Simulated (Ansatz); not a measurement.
Molecule: CH3BI2, net charge 0, singlet state. 
Geometry from a B3LYP-D3(BJ)/def2-TZVP (Ansatz, an electronic-structure program) optimisation:
SMILES: CB(I)I
```xyz
7

C     -2.3611    -0.3071     0.1754
B     -0.8285    -0.1058     0.0393
I      0.4752    -1.7873    -0.1796
I      0.0256     1.8525     0.1419
H     -2.9336     0.5552    -0.1677
H     -2.5826    -0.4288     1.2440
H     -2.7156    -1.2096    -0.3236
```

Basis-set convergence of Hartree-Fock and CCSD correlation energies (hartree) with Ansatz. Valence correlation only, unless marked. Spin-orbit coupling is left out. Frozen are the shells of the preceding noble gas and the d and f shells that filled before the atom's block. Past Kr the def2 sets carry scalar-relativistic core potentials.

```csv
basis,functions,E(HF),"E(corr, CCSD)"
def2-SVPD,134,-657.62022,-0.48276
def2-TZVPPD,243,-657.70466,-0.59722
def2-QZVPPD,407,-657.70941,-0.64551
```

Extrapolating the two largest sets (X = 3 and 4) as X^-3: E(corr) = (64·(-0.64551) - 27·(-0.59722))/37 = -0.6807 Eh, an estimate of the basis-set limit. The largest set recovers 94.8 % of it, the smallest 70.9 %.
